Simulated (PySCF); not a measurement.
CBr$_{4}$, triplet, at the geometry of the source list (a higher spin typed on purpose: for a closed-shell molecule this is an excited state); PySCF with B3LYP/6-31G.

Here is a job for PySCF.
```python
from pyscf import gto, scf, dft

mol = gto.M(
    atom='''
Br    1.88530000   -0.43270000   -0.15840000
C    -0.00000000   -0.00000000   -0.00000000
Br   -0.26770000    1.88070000   -0.39740000
Br   -0.59920000   -0.37070000    1.80840000
Br   -1.01850000   -1.07720000   -1.25260000
''',
    basis='6-31g',
    spin=2,
    verbose=4,
)

mf = dft.UKS(mol)
mf.xc = 'b3lyp'
mf.kernel()
```

The log (banner, timings and long lists left out):

```
PySCF version 2.14.0

[INPUT] verbose = 4
[INPUT] num. atoms = 5
[INPUT] num. electrons = 146
[INPUT] charge = 0
[INPUT] spin (= nelec alpha-beta = 2S) = 2
[INPUT] symmetry False subgroup None
[INPUT] Mole.unit = angstrom
[INPUT] Symbol           X                Y                Z      unit          X                Y                Z       unit  Magmom
[INPUT]  1 Br     1.885300000000  -0.432700000000  -0.158400000000 AA    3.562700662643  -0.817684494099  -0.299332618131 Bohr   0.0
[INPUT]  2 C      0.000000000000   0.000000000000   0.000000000000 AA    0.000000000000   0.000000000000   0.000000000000 Bohr   0.0
[INPUT]  3 Br    -0.267700000000   1.880700000000  -0.397400000000 AA   -0.505879683546   3.554007922470  -0.750977161902 Bohr   0.0
[INPUT]  4 Br    -0.599200000000  -0.370700000000   1.808400000000 AA   -1.132323893839  -0.700521474376   3.417380723663 Bohr   0.0
[INPUT]  5 Br    -1.018500000000  -1.077200000000  -1.252600000000 AA   -1.924686057870  -2.035612981381  -2.367070943630 Bohr   0.0

nuclear repulsion = 1456.2583756199
number of shells = 49
number of NR pGTOs = 382
number of NR cGTOs = 117
basis = 6-31g
ecp = {}

******** <class 'pyscf.dft.uks.UKS'> ********
method = UKS
initial guess = minao
damping factor = 0
level_shift factor = 0
DIIS = <class 'pyscf.scf.diis.CDIIS'>
diis_start_cycle = 1
diis_space = 8
diis_damp = 0
SCF conv_tol = 1e-09
SCF conv_tol_grad = None
SCF max_cycles = 50
direct_scf = True
direct_scf_tol = 1e-13
number electrons alpha = 74  beta = 72
XC library pyscf.dft.libxc version 7.1.2
    S. Lehtola, C. Steigemann, M. J. T. Oliveira, and M. A. L. Marques,  SoftwareX 7, 1–5 (2018)
XC functionals = b3lyp
    P. J. Stephens, F. J. Devlin, C. F. Chabalowski, and M. J. Frisch,  J. Phys. Chem. 98, 11623 (1994)
radial grids:
    Treutler-Ahlrichs [JCP 102, 346 (1995); DOI:10.1063/1.469408] (M4) radial grids

becke partition: Becke, JCP 88, 2547 (1988); DOI:10.1063/1.454033
pruning grids: <function nwchem_prune>
grids dens level: 3
symmetrized grids: False
atomic radii adjust function: <function treutler_atomic_radii_adjust>
small_rho_cutoff = 0
Set gradient conv threshold to 3.16228e-05
tot grids = 95816
init E= -10329.5478287571

cycle= 1 E= -10333.0503872113  delta_E= -3.5  |g|= 0.368  |ddm|=  3.6

cycle= 2 E= -10332.7212756517  delta_E= 0.329  |g|= 0.831  |ddm|= 2.12

cycle= 3 E= -10333.1034035693  delta_E= -0.382  |g|= 0.147  |ddm|= 1.78

cycle= 4 E= -10333.1141630918  delta_E= -0.0108  |g|= 0.0815  |ddm|= 0.717

cycle= 5 E= -10333.1189976936  delta_E= -0.00483  |g|= 0.0234  |ddm|= 0.267

cycle= 6 E= -10333.1192051835  delta_E= -0.000207  |g|= 0.0174  |ddm|= 0.11

cycle= 7 E= -10333.1194780505  delta_E= -0.000273  |g|= 0.00412  |ddm|= 0.0578

cycle= 8 E= -10333.119545403  delta_E= -6.74e-05  |g|= 0.00197  |ddm|= 0.0348

cycle= 9 E= -10333.1195916941  delta_E= -4.63e-05  |g|= 0.00261  |ddm|= 0.0348

cycle= 10 E= -10333.1196229144  delta_E= -3.12e-05  |g|= 0.0024  |ddm|= 0.0231

cycle= 11 E= -10333.1196560943  delta_E= -3.32e-05  |g|= 0.00224  |ddm|= 0.0246

cycle= 12 E= -10333.1196985425  delta_E= -4.24e-05  |g|= 0.00226  |ddm|= 0.0341

cycle= 13 E= -10333.1198777046  delta_E= -0.000179  |g|= 0.00301  |ddm|= 0.155

cycle= 14 E= -10333.1199219109  delta_E= -4.42e-05  |g|= 0.00194  |ddm|= 0.0419

cycle= 15 E= -10333.1200575348  delta_E= -0.000136  |g|= 0.003  |ddm|= 0.159

cycle= 16 E= -10333.1201424844  delta_E= -8.49e-05  |g|= 0.00498  |ddm|= 0.203

cycle= 17 E= -10333.1200901219  delta_E= 5.24e-05  |g|= 0.00153  |ddm|= 0.164

cycle= 18 E= -10333.1201686597  delta_E= -7.85e-05  |g|= 0.000709  |ddm|= 0.165

cycle= 19 E= -10333.1201823419  delta_E= -1.37e-05  |g|= 0.000796  |ddm|= 0.0701

cycle= 20 E= -10333.1201852203  delta_E= -2.88e-06  |g|= 0.00031  |ddm|= 0.0285

cycle= 21 E= -10333.1201855597  delta_E= -3.39e-07  |g|= 0.000118  |ddm|= 0.00485

cycle= 22 E= -10333.1201857234  delta_E= -1.64e-07  |g|= 0.000145  |ddm|= 0.00489

cycle= 23 E= -10333.1201858156  delta_E= -9.22e-08  |g|= 0.000113  |ddm|= 0.0098

cycle= 24 E= -10333.1201858382  delta_E= -2.26e-08  |g|= 3.94e-05  |ddm|= 0.00466

cycle= 25 E= -10333.1201858435  delta_E= -5.34e-09  |g|= 8.85e-06  |ddm|= 0.000826

cycle= 26 E= -10333.1201858449  delta_E= -1.37e-09  |g|= 5.67e-06  |ddm|= 0.000646

cycle= 27 E= -10333.1201858453  delta_E= -4.18e-10  |g|= 5.84e-06  |ddm|= 0.000251

Extra cycle  E= -10333.1201858453  delta_E= 2.73e-11  |g|= 1.23e-05  |ddm|= 7.92e-05
converged SCF energy = -10333.1201858453  <S^2> = 2.0016441  2S+1 = 3.0010959
```
